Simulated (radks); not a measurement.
Results of a calculation; reference values are marked as such.
The ruthenium ion Ru2.5+, configuration [Kr] 4d(up 3, down 2.5) (fractional occupations, a model configuration).

Level of theory: scalar-relativistic Kohn-Sham, r2SCAN, spin-polarised, spherical densities, finite nucleus; meta-GGA in the generalised Kohn-Sham scheme; Fermi nuclear charge, rms radius 4.4809 fm (a radial shooting solver on a logarithmic mesh with Libxc functionals).

Energy parts (eV):
total: -123264.104
kinetic: 127471.052
electron-nucleus: -296215.735
Hartree: 49100.864
exchange-correlation: -3620.286

Orbitals (lengths in bohr, moments of r in powers of bohr; r(max) is where P^2 peaks; r(90%) holds 90 % of the orbital's charge):
orbital  occ.  eigenvalue (eV)   r(max)   <1/r>      <r>  r(90%)
1s up       1        -22010.96  0.02172   45.87  0.03344  0.0599
1s down     1        -22010.96  0.02172   45.87  0.03344  0.0599
2s up       1        -3201.563   0.1228   10.38   0.1456   0.225
2s down     1        -3201.450   0.1228   10.38   0.1456   0.225
2p up       3        -2867.572  0.09826   10.06   0.1270   0.207
2p down     3        -2867.490  0.09826   10.06   0.1270   0.207
3s up       1        -592.2348   0.3610   3.606   0.4017   0.592
3s down     1        -592.2055   0.3610   3.606   0.4017   0.592
3p up       3        -481.4831   0.3545   3.428   0.4023   0.606
3p down     3        -481.4421   0.3546   3.428   0.4024   0.606
3d up       5        -303.8062   0.3018   3.194   0.3841   0.610
3d down     5        -303.7200   0.3019   3.193   0.3841   0.610
4s up       1        -105.9869   0.9154   1.341    1.017    1.48
4s down     1        -105.5218   0.9146   1.343    1.017    1.48
4p up       3         -75.0091   0.9812   1.203    1.118    1.65
4p down     3         -74.5078   0.9804   1.204    1.117    1.65
4d up       3         -30.7816    1.179  0.9002    1.470    2.29
4d down   2.5         -30.2699    1.178  0.8990    1.474    2.30

The highest occupied level is 4d down at -30.270 eV. The density falls to 0.001 e/bohr^3 at r = 3.33 bohr. Spin moment in Bohr magnetons: 0.5. The electron density at the nucleus is 1.124e+05 e/bohr^3 (large components only).
